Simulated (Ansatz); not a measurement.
Steps of a relaxation of AlFH2SeSiZn, SMILES `[F][Al]1[Zn][SiH2][Se]1` with RKS PBE0-D4/def2-TZVP.

```sh
$ ansatz run in.yaml --threads 4 --pin off --events-out ev --progress --plain --max-ram 10444MiB
```

```yaml
crystal:
  periodic: [false, false, false]
  atoms:
    - {symbol: F, position_ang: [0.457120, -3.078790, 1.792470]}
    - {symbol: Al, position_ang: [0.492790, -1.690330, 0.889520]}
    - {symbol: Zn, position_ang: [1.951650, -0.204170, -0.488410]}
    - {symbol: Si, position_ang: [-0.114650, 1.310850, -0.781230]}
    - {symbol: Se, position_ang: [-1.317870, -0.239870, 0.527980]}
    - {symbol: H, position_ang: [-0.432420, 2.526230, -0.013300]}
    - {symbol: H, position_ang: [-1.036610, 1.376080, -1.927030]}
basis:
  gaussian: {orbitals: def2-TZVP}
hamiltonian: {xc: pbe0, dispersion: d4}
relax: {f_tol: 0.005, max_steps: 150}
```

Positions (Å) and forces (eV/Å) along the path, 8 of 8 steps:

```xyz
7
step=1 energy=-130975.2947 eV
F     0.457   -3.079    1.792   -0.056    0.197   -0.116
Al    0.493   -1.690    0.890    0.037   -0.103    0.060
Zn    1.952   -0.204   -0.488   -0.806    0.370    0.018
Si   -0.115    1.311   -0.781    0.023   -0.736    0.450
Se   -1.318   -0.240    0.528    0.508   -0.186   -0.036
H    -0.432    2.526   -0.013    0.248    0.426    0.139
H    -1.037    1.376   -1.927    0.048    0.031   -0.515
7
step=2 energy=-130975.4683 eV
F     0.462   -3.130    1.819   -0.091    0.128   -0.058
Al    0.531   -1.748    0.916    0.544   -0.152   -0.069
Zn    1.779   -0.124   -0.485   -0.224    0.035    0.049
Si   -0.185    1.305   -0.755   -0.016   -0.172    0.111
Se   -1.259   -0.314    0.558   -0.365    0.355   -0.103
H    -0.351    2.605   -0.032    0.050   -0.134   -0.036
H    -0.975    1.406   -2.022    0.101   -0.059    0.106
7
step=3 energy=-130975.4929 eV
F     0.406   -3.083    1.801    0.039    0.081   -0.063
Al    0.574   -1.715    0.886    0.203   -0.300    0.118
Zn    1.769   -0.084   -0.507    0.046   -0.079    0.039
Si   -0.191    1.269   -0.730   -0.281    0.164   -0.019
Se   -1.275   -0.321    0.571   -0.134    0.231   -0.096
H    -0.327    2.574   -0.008    0.026   -0.112   -0.100
H    -0.955    1.359   -2.014    0.101    0.015    0.122
7
step=4 energy=-130975.5019 eV
F     0.420   -3.099    1.805    0.014    0.074   -0.051
Al    0.579   -1.730    0.893    0.090   -0.173    0.075
Zn    1.758   -0.090   -0.498    0.018   -0.009    0.003
Si   -0.203    1.276   -0.730   -0.103    0.048    0.000
Se   -1.278   -0.313    0.569   -0.072    0.113   -0.041
H    -0.326    2.583   -0.022    0.012   -0.048   -0.033
H    -0.950    1.373   -2.017    0.041   -0.004    0.047
7
step=5 energy=-130975.5039 eV
F     0.424   -3.105    1.806    0.003    0.037   -0.026
Al    0.586   -1.738    0.895   -0.004   -0.055    0.031
Zn    1.751   -0.089   -0.495    0.010    0.013   -0.008
Si   -0.212    1.278   -0.728   -0.007   -0.007    0.005
Se   -1.282   -0.307    0.569   -0.005    0.013    0.000
H    -0.323    2.587   -0.028    0.000    0.000   -0.001
H    -0.944    1.375   -2.019    0.003   -0.002   -0.002
7
step=6 energy=-130975.5041 eV
F     0.422   -3.108    1.798   -0.003   -0.004    0.002
Al    0.585   -1.739    0.894    0.007   -0.003    0.000
Zn    1.753   -0.086   -0.493    0.000    0.001    0.000
Si   -0.213    1.277   -0.725    0.007    0.011   -0.008
Se   -1.281   -0.301    0.578   -0.008   -0.004    0.006
H    -0.325    2.589   -0.033   -0.002    0.000    0.000
H    -0.941    1.367   -2.019   -0.001   -0.001    0.000
7
step=7 energy=-130975.5040 eV rejected
F     0.417   -3.110    1.797    0.006   -0.002   -0.001
Al    0.588   -1.740    0.895   -0.009    0.015   -0.007
Zn    1.755   -0.084   -0.493   -0.009   -0.005    0.006
Si   -0.212    1.279   -0.726   -0.009   -0.006    0.006
Se   -1.278   -0.301    0.580    0.011    0.002   -0.004
H    -0.328    2.591   -0.035    0.004   -0.002   -0.001
H    -0.943    1.366   -2.019    0.004   -0.001    0.000
7
step=8 energy=-130975.5041 eV
F     0.420   -3.110    1.797    0.000   -0.001    0.001
Al    0.586   -1.739    0.895    0.001    0.001   -0.002
Zn    1.753   -0.085   -0.493   -0.001   -0.001    0.002
Si   -0.213    1.278   -0.725    0.002    0.001   -0.001
Se   -1.280   -0.301    0.580    0.000    0.001    0.001
H    -0.326    2.591   -0.034   -0.001    0.000   -0.001
H    -0.942    1.366   -2.020    0.000   -0.001    0.001
```

Run time 64 s (4 threads of an Arm Neoverse V2 on a shared host); peak host memory 0.83 GiB.
